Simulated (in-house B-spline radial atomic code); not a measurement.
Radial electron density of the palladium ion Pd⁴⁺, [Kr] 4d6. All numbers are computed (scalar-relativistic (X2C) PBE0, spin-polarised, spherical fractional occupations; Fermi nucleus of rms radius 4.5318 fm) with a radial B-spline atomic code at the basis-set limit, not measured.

Caution: exact exchange at fractional occupations of open shells leaves self-interaction of up to several eV.

One-electron X2C: radii and densities carry no picture-change correction, so inner-shell <1/r> comes out high (for 1s by about 2 % at Z = 33, 5 % at 54, 10 % at 75, 30 % at 118) and <r> low.

Columns: r (bohr), 4πr²n(r) (electrons per bohr), bar.

```
0.000954     1.51 #
 0.00116     2.08 #
 0.00141    2.853 ##
 0.00172    3.918 ##
 0.00209    5.319 ###
 0.00255     7.22 ####
  0.0031    9.665 ######
 0.00377    12.82 ########
 0.00459    16.82 ##########
 0.00559    21.75 #############
 0.00681    27.61 #################
 0.00828    34.19 #####################
  0.0101    41.34 #########################
  0.0123    48.26 #############################
  0.0149    54.02 ################################
  0.0182    58.01 ###################################
  0.0221    59.14 ####################################
  0.0269    57.39 ###################################
  0.0328    53.72 ################################
  0.0399    50.51 ##############################
  0.0485    50.56 ##############################
  0.0591     55.7 ##################################
  0.0719    64.58 #######################################
  0.0875    72.38 ############################################
   0.107    73.15 ############################################
    0.13    65.14 #######################################
   0.158    53.92 ################################
   0.192    48.53 #############################
   0.234    52.59 ################################
   0.285    58.56 ###################################
   0.346    55.18 #################################
   0.421    40.46 ########################
   0.513    24.02 ##############
   0.624    16.04 ##########
    0.76    15.99 ##########
   0.925    16.61 ##########
    1.13    13.49 ########
    1.37    8.404 #####
    1.67    3.965 ##
    2.03    1.468 #
    2.47   0.4133 
    3.01  0.08226 
    3.66  0.01071 
    4.45 0.0008003
```

On this grid the curve has 4 maxima, near 0.0221, 0.107, 0.285, 0.925 bohr.

The 4p down radial function P(r) = rR(r), positive near the nucleus:

```json
{"r (bohr)": "0.00141", "P": "0.001518"}
{"r (bohr)": "0.00209", "P": "0.002969"}
{"r (bohr)": "0.0031", "P": "0.005862"}
{"r (bohr)": "0.00459", "P": "0.01156"}
{"r (bohr)": "0.00681", "P": "0.02276"}
{"r (bohr)": "0.0101", "P": "0.04406"}
{"r (bohr)": "0.0149", "P": "0.08213"}
{"r (bohr)": "0.0221", "P": "0.147"}
{"r (bohr)": "0.0328", "P": "0.243"}
{"r (bohr)": "0.0485", "P": "0.3508"}
{"r (bohr)": "0.0719", "P": "0.4032"}
{"r (bohr)": "0.107", "P": "0.2698"}
{"r (bohr)": "0.158", "P": "-0.1182"}
{"r (bohr)": "0.234", "P": "-0.5513"}
{"r (bohr)": "0.346", "P": "-0.4936"}
{"r (bohr)": "0.513", "P": "0.2773"}
{"r (bohr)": "0.76", "P": "1.05"}
{"r (bohr)": "1.13", "P": "0.9999"}
{"r (bohr)": "1.67", "P": "0.4419"}
{"r (bohr)": "2.47", "P": "0.08611"}
{"r (bohr)": "3.66", "P": "0.005443"}
```
